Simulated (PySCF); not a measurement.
C4H9O2P.
Z-matrix (Å and degrees, PBE0-D3(BJ)/def2-SVP geometry), rows numbered from 1:
```
C 
O   1  1.4091
C   2  1.3298  1  117.28
P   3  1.6911  2  126.57  1   179.32
C   4  1.8953  3   98.94  2     0.44
O   5  1.3943  4  115.56  3    74.56
C   6  1.3926  5  113.97  4    67.99
H   1  1.0968  2  107.03  3   179.81
H   1  1.1031  2  111.12  3    60.96
H   1  1.1033  2  111.29  3   -61.07
H   3  1.1028  2  115.29  1    -0.14
H   5  1.1001  4  108.15  3   -45.28
H   5  1.1099  4  106.64  3  -161.30
H   7  1.0991  6  107.83  5   178.26
H   7  1.1081  6  112.14  5   -62.33
H   7  1.1094  6  111.96  5    58.98
```

Linear response at CAM-B3LYP/def2-SVPD (PySCF, frozen core in the response, non-relativistic).

Static isotropic polarisability: 90.79 au (13.45 Å³), principal values 72.2, 83.2, 117.0 au.

Q: What is the polarisability at 1064 nm and at the sodium D line?

A: 92.10 au at 1064 nm (+1.4 %), 95.43 au at 589.3 nm (+5.1 %). The rise at 589.3 nm is 3.55 times that at 1064 nm; a pure ω² law gives 3.26. The lowest singlet lies at 277 nm, shorter than both wavelengths.

Q: What is the isotropic C6 coefficient between two such molecules, C6 = (3/π)∫α(iω)² dω?

A: 3014 au (Eh·bohr⁶) by a ten-point quadrature over imaginary frequencies, which is 1800 eV·Å⁶ or 174 J·nm⁶/mol.

Q: Which effective excitation energy ω̄ makes London's formula C6 = (3/4)α²ω̄ exact here?

A: ω̄ = 4·C6/(3α²) = 0.488 Eh = 13.3 eV. A one-pole form α(ω) = α/(1 − ω²/ω̄²) fitted to the 1064 nm value gives 9.8 eV. London's choice of the ionisation energy (8.32 eV, ΔSCF at the same level) gives C6 = 1890 au, 37 % too low.

Q: What n − 1 at the D line would an ideal gas of it have at 273.15 K and 1 atm (2.6868 × 10¹⁹ cm⁻³), by n − 1 = 2π·N·α′?

A: 23.87 × 10⁻⁴, a formal value whether or not that pressure can be reached.

Q: What molar refraction at the D line follows from R = (4π/3)·N_A·α′, with α′ the polarisability volume?

A: α′ = 14.14 Å³ gives R = 35.67 cm³/mol, for isolated, non-vibrating species.

Q: What three-body coefficient follows from the one-pole estimate C9 = (3/4)·α·C6?

A: 205000 au. This is an estimate from the two numbers above, not a computed integral.

Q: How anisotropic is the static polarisability, by Δα² = ½[(α1 − α2)² + (α2 − α3)² + (α3 − α1)²]?

A: Δα = 40.4 au, or 0.44 of the isotropic value.

Q: How many electrons N does the Slater–Kirkwood formula C6 = (3/4)·√N·α^(3/2) need to give this C6?

A: N = (4·C6/3)²/α³ = 21.6; the species has 64 electrons in all.

One conformer stands for the species.
